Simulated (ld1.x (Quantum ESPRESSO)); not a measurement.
**Transferability test, TM potential for In (Z = 49)**

```json
{"Element": "indium (In)", "Generator": "ld1.x (Quantum ESPRESSO) 7.5", "Type": "norm-conserving Troullier–Martins (Kleinman–Bylander form)", "Functional": "BLYP", "Relativity": "scalar-relativistic", "Frozen core": "[Kr]", "Valence charge": "13", "Reference configuration": "4d10 5s2 5p1", "Partial waves": "5s (bound): rc 2.10 bohr; 5p (bound): rc 2.65 bohr; 4d (bound): rc 1.00 bohr", "Local potential": "all-electron potential smoothed inside 1.60 bohr (lloc = -2)", "Core correction": "none"}
```

Energies are relative to the spin-unpolarised reference configuration 4d10 5s2 5p1; without spin polarisation the order of configurations can differ from experiment. The frozen-core shift is the all-electron ΔE with the core orbitals held at their reference shape minus the fully relaxed ΔE.

```json
{"valence configuration": "4d10 5s1 5p0", "charge": "+2", "ΔE all-electron (eV)": "24.680", "error AE − PS (meV)": "+22", "frozen-core shift (meV)": "+6.0"}
{"valence configuration": "4d10 5s0 5p0", "charge": "+3", "ΔE all-electron (eV)": "53.217", "error AE − PS (meV)": "+49", "frozen-core shift (meV)": "+18"}
{"valence configuration": "4d9 5s0 5p0", "charge": "+4", "ΔE all-electron (eV)": "109.461", "error AE − PS (meV)": "+166", "frozen-core shift (meV)": "+225"}
{"valence configuration": "4d9 5s2 5p1", "charge": "+1", "ΔE all-electron (eV)": "24.900", "error AE − PS (meV)": "+80", "frozen-core shift (meV)": "+94"}
{"valence configuration": "4d10 5s2 5p1.3", "charge": "-0.3", "ΔE all-electron (eV)": "-0.512", "error AE − PS (meV)": "+0.3", "frozen-core shift (meV)": "-0.1"}
```

What are ΔE and the potential's error for 4d10 5s1 5p1?

ΔE = 11.940 eV all-electron; the error (AE − PS) is +8.8 meV.

What are ΔE and the potential's error for 4d10 5s2 5p0?

ΔE = 5.357 eV all-electron; the error (AE − PS) is +1.0 meV.

ld1.x printed “convergence not achieved” for 5 of the counted tests; their residual had stalled under 1e-8, short of the target of 1e-14. A variational frozen-core shift is positive and of second order in the change. This column holds negative values, so the frozen-core run of ld1.x carries numerical noise or an error of first order here, and the column gives no more than the rough size of the effect.
